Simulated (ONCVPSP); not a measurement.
Li: one change to an ONCV potential, before and after

Li (Z = 3), optimised norm-conserving Vanderbilt (ONCV), made with ONCVPSP 4.0.1 (PBE, scalar-relativistic). Core none, reference 1s2 2s1. Waves: 1s+2s: rc 1.10 bohr, ncon 4, nbas 8, qcut 11.3 1/bohr, 2 projectors; p scattering state at 0.32 Ha: rc 1.10 bohr, ncon 4, nbas 8, qcut 7.3 1/bohr, 1 projector; d scattering state at 0.47 Ha: rc 1.20 bohr, ncon 3, nbas 6, qcut 7.6 1/bohr, 2 projectors, debl 2.5 Ha. Local part: polynomial inside 1.00 bohr (lpopt 5, dvloc0 0 Ha). Core correction: none.

Change: s: qcut 16.6; p: qcut 10.7; d: qcut 11.2.

Cutoffs: the cutoffs (Ha) at which the residual kinetic energy of the hardest occupied pseudo-wave falls to 1 and 0.1 mHa per electron; they do not see the model core or the augmentation charge, which bear on the density cutoff. Errors are all-electron minus pseudo energies relative to the spin-unpolarised reference configuration.

Task: What does the change do?

Result: The potential gets harder (44 Ha and 52 Ha → 57 Ha and 70 Ha); of the 4 tests that both files solve, the error grows in 0 and shrinks in 1 by more than 15 % and 0.3 meV (median size 0.3 → 0.2 meV); neither file shows a bound ghost.

```tsv
quantity	base	changed
cutoff, loose	44 Ha	57 Ha
cutoff, tight	52 Ha	70 Ha
bound ghosts	none	none
GHOST(+) flags under 300 eV	none	none
error for 1s2 2s0, meV [ΔE 5.30 eV]	+0.3	+0.2
error for 1s2 2s0.5, meV [ΔE 2.05 eV]	0.0	0.0
error for 1s2 2s0 2p1, meV [ΔE 1.79 eV]	+0.3	+0.2
error for 1s1 2s1, meV [ΔE 68.41 eV]	+727	+495
s: phases at 1.12 bohr within 0.05 rad from the reference energy up to (Ha; the scan ends near 5)	to the end of the scan	to the end of the scan
p: phases at 1.12 bohr within 0.05 rad from the reference energy up to (Ha; the scan ends near 5)	to the end of the scan	to the end of the scan
d: phases at 1.22 bohr within 0.05 rad from the reference energy up to (Ha; the scan ends near 5)	to the end of the scan	to the end of the scan
```
